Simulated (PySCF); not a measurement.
How the method moves the HOMO and LUMO of `O[SiH2]CC[SiH3]`

Species: C2H10OSi2.
Structure used (PBE0-D3(BJ)/def2-SVP), in Å, numbered top down from 1:
```xyz
15
C2H10OSi2 angstrom
O      2.198   -0.400    1.131
Si     1.959   -0.082   -0.492
C      0.188    0.506   -0.638
C     -0.827   -0.513   -0.104
Si    -2.613    0.090   -0.164
H      3.043   -0.782    1.383
H      2.168   -1.322   -1.310
H      2.914    0.962   -0.988
H      0.109    1.462   -0.092
H     -0.010    0.748   -1.698
H     -0.765   -1.458   -0.672
H     -0.585   -0.776    0.940
H     -3.553   -0.951    0.358
H     -3.001    0.417   -1.573
H     -2.770    1.330    0.659
```

Basis pcSseg-1 throughout (PySCF), one geometry. The structure is a single PBE0-D3(BJ)/def2-SVP conformer in the gas phase; no vibrational or solvent corrections.

How do the orbital energies, the gap and the dipole change with the method?

```tsv
method	kind	HOMO (eV)	LUMO (eV)	gap (eV)	μ (D)	SCF cycles
BLYP	GGA	-6.59	-0.29	6.31	1.54	14
OPBE	GGA	-6.71	-0.14	6.57	1.50	14
B97-D	GGA	-6.71	-0.20	6.51	1.54	14
PBE	GGA	-6.72	-0.37	6.36	1.53	14
KT2	GGA	-6.81	-0.50	6.31	1.47	14
LDA	LDA	-6.81	-0.59	6.22	1.58	13
BP86	GGA	-6.83	-0.37	6.46	1.54	13
KT3	GGA	-6.83	-0.43	6.40	1.46	14
B97-2	global hybrid	-7.72	0.55	8.27	1.56	13
B3LYP	global hybrid	-7.75	0.27	8.01	1.57	13
PBE0	global hybrid	-7.96	0.53	8.49	1.57	13
mPW1PW91	global hybrid	-7.99	0.54	8.53	1.57	13
BHandHLYP	global hybrid	-9.10	1.38	10.48	1.62	11
CAM-B3LYP	range-separated hybrid	-9.28	1.50	10.78	1.60	12
wB97X-D	range-separated hybrid	-9.80	2.35	12.15	1.58	13
LC-wPBE	range-separated hybrid	-10.63	2.78	13.40	1.60	13
HF	Hartree–Fock	-10.90	3.71	14.62	1.69	10
```

The HOMO spans 4.31 eV, from BLYP down to HF, and the gap runs from 6.22 eV (LDA) to 14.62 eV (HF). Over the methods BLYP (0 %), OPBE (0 %), B97-D (0 %), PBE (0 %), KT2 (0 %), LDA (0 %), BP86 (0 %), KT3 (0 %), B97-2 (21 %), B3LYP (20 %), PBE0 (25 %), mPW1PW91 (25 %), BHandHLYP (50 %), HF (100 %), a straight line through the gap against the share of exact exchange rises by 0.82 eV for each 10 % (correlation coefficient 0.999). The dipole ranges from 1.46 D (KT3) to 1.69 D (HF). This basis has no diffuse functions.
